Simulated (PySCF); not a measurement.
Job file and geometry (Å, from GFN2-xTB) of an NMR shielding run on SMILES CN(C)B1C=CSCC1, C6H12BNS, PySCF 2.14.0, density-fitted response routines, GIAO PBE0/pcSseg-1 NMR shielding, non-relativistic, gas phase; density fitting, a coarse starting grid and PySCF grid level 2 are the driver's defaults:

```
$ OMP_NUM_THREADS=1 python probes_run.py task.json out

{"job": {"kind": "nmr", "xc": "PBE0", "basis": "pcSseg-1"}, "charge": 0, "multiplicity": 1}
C     -2.165549    -0.923477    -0.360324
N     -1.287482     0.114930     0.131514
C     -2.056183     1.138701     0.804325
B      0.096465     0.130183    -0.031063
C      0.953761     1.372376     0.329707
C      2.265427     1.483307     0.087929
S      3.320757     0.221930    -0.479339
C      2.288072    -1.245399    -0.161681
C      0.873678    -1.103198    -0.703069
H     -2.951104    -0.484175    -0.983122
H     -2.648518    -1.447656     0.471558
H     -1.618726    -1.642807    -0.959916
H     -2.712637     1.658620     0.098679
H     -1.405127     1.865907     1.276858
H     -2.683024     0.683953     1.577818
H      0.495159     2.281246     0.703311
H      2.813827     2.405515     0.222192
H      2.826026    -2.072951    -0.626027
H      2.276588    -1.390262     0.920284
H      0.928183    -0.966136    -1.788046
H      0.381486    -2.063665    -0.532062
```

Task: Write the output of this run.

Result: 
```
coarse grid: 17728 points
cycle   1  E = -712.9949572838  dE =  1.158e+00  |g| = 4.650e-01  |ddm| = 4.114e+00
cycle   2  E = -712.9608148970  dE =  3.414e-02  |g| = 5.837e-01  |ddm| = 1.050e+00
cycle   3  E = -713.0516051425  dE = -9.079e-02  |g| = 1.207e-01  |ddm| = 7.232e-01
cycle   4  E = -713.0554091893  dE = -3.804e-03  |g| = 3.931e-02  |ddm| = 1.644e-01
cycle   5  E = -713.0557601214  dE = -3.509e-04  |g| = 1.169e-02  |ddm| = 4.136e-02
cycle   6  E = -713.0557920941  dE = -3.197e-05  |g| = 4.019e-03  |ddm| = 1.740e-02
cycle   7  E = -713.0557957582  dE = -3.664e-06  |g| = 9.474e-04  |ddm| = 4.112e-03
final grid: 165664 points
cycle   8  E = -713.1085028889  dE = -3.922e-05  |g| = 1.084e-02  |ddm| = 3.225e-02
cycle   9  E = -713.1084817363  dE =  2.115e-05  |g| = 1.411e-02  |ddm| = 2.256e-02
cycle  10  E = -713.1085322046  dE = -5.047e-05  |g| = 1.510e-03  |ddm| = 1.467e-02
cycle  11  E = -713.1085327480  dE = -5.434e-07  |g| = 3.860e-04  |ddm| = 1.695e-03
cycle  12  E = -713.1085327805  dE = -3.248e-08  |g| = 1.242e-04  |ddm| = 4.098e-04
cycle  13  E = -713.1085327841  dE = -3.593e-09  |g| = 3.509e-05  |ddm| = 1.289e-04
cycle  14  E = -713.1085327844  dE = -3.160e-10  |g| = 7.981e-06  |ddm| = 4.400e-05
converged SCF energy = -713.1085327844

GIAO shielding tensors (ppm)
atom      isotropic    diamagn.    paramagn.     s11        s22        s33       span
  0 C      145.244     245.746    -100.502    124.733    128.536    182.462     57.729
  1 N      155.132     324.164    -169.032     58.535    187.794    219.067    160.531
  2 C      146.059     245.237     -99.178    123.552    131.152    183.474     59.923
  3 B       68.131     192.359    -124.228     37.413     53.286    113.695     76.283
  4 C       61.799     259.551    -197.753    -47.500     51.105    181.791    229.290
  5 C       29.460     255.063    -225.603    -89.586     31.684    146.284    235.870
  6 S      450.435    1055.026    -604.591    267.799    504.298    579.208    311.410
  7 C      151.213     248.142     -96.928    133.717    152.642    167.281     33.564
  8 C      169.399     253.450     -84.050    155.015    174.694    178.489     23.475
  9 H       29.259      29.155       0.104     25.604     26.681     35.493      9.888
 10 H       28.979      29.441      -0.462     25.377     26.186     35.374      9.997
 11 H       28.212      31.348      -3.136     22.368     30.279     31.990      9.622
 12 H       29.050      28.944       0.107     25.214     26.320     35.617     10.403
 13 H       27.875      30.926      -3.052     22.267     28.746     32.611     10.344
 14 H       29.221      28.993       0.229     25.405     26.838     35.421     10.016
 15 H       25.372      33.155      -7.783     22.888     23.269     29.960      7.073
 16 H       24.347      29.143      -4.796     21.395     24.371     27.274      5.879
 17 H       28.921      29.133      -0.212     22.974     27.674     36.116     13.142
 18 H       28.742      30.524      -1.782     23.237     28.471     34.517     11.280
 19 H       30.662      32.408      -1.746     26.235     30.327     35.423      9.188
 20 H       30.324      33.907      -3.583     24.465     30.031     36.478     12.013
```

Size and cost of the density-fitted run: 220 basis functions, 80 s wall time on 1 thread of an Arm Neoverse N1, shared host; peak memory 1 GiB.
